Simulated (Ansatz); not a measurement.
`BBCl` + `CC(N)F` → `BNC(C)F` + `BCl` at 400 K and 1 bar (cleavage of the B–B bond).

Gas-phase electronic energies from Ansatz, PBE0-D4/def2-TZVP geometries. CCSD(T)/CBS adds triple-zeta CCSD(T) − MP2 to the extrapolated MP2 energy (def2 sets, frozen cores). This one scheme is used for every species. One conformer a species, not always the lowest.

```
  species  CCSD(T)/CBS energy (Eh)  H − E (kJ/mol)  S (J/(mol·K))
   `BBCl`               -511.15624           107.8          300.8
 `CC(N)F`               -234.21706           248.9          313.4
`BNC(C)F`               -259.64176           285.9          348.0
    `BCl`               -485.78909            70.2          247.0
```

H − E and S are ideal-gas, rigid-rotor, harmonic terms from PBE0-D4/def2-TZVP, for one conformer and one mirror image of each species. 1 Eh = 2625.50 kJ/mol, R = 8.31446 J/(mol·K).

Question: By hand: ΔE, ΔH, ΔS and ΔG.

Answer: ΔE = (-259.64176) + (-485.78909) − (-511.15624) − (-234.21706) = -0.05755 Eh = -151.1 kJ/mol. Δ(H − E) = 285.9 + 70.2 − 107.8 − 248.9 = -0.6, so ΔH = -151.7 kJ/mol. ΔS = 348.0 + 247.0 − 300.8 − 313.4 = -19.2 J/(mol·K). ΔG = -151.7 − 400 × (-19.2)/1000 = -144.0 kJ/mol.

Question: By hand: the equilibrium constant, and the temperature at which ΔG would vanish if ΔH and ΔS stayed fixed.

Answer: log₁₀ K = −ΔG/(RT ln 10) = 18.8. ΔG = 0 at ΔH/ΔS = 7901 K, far beyond where these terms or the molecules hold.

ΔH outweighs TΔS. A doubt of 5 kJ/mol in ΔE shifts log₁₀ K by 0.7 here. Other conformers and mirror images would add mixing entropy, several J/(mol·K) or more a flexible species. These are equilibria of isolated gas molecules and say nothing of rates. Largest T1 diagnostic: 0.012 (customary marks: 0.02 for closed shells, 0.045 for open ones).
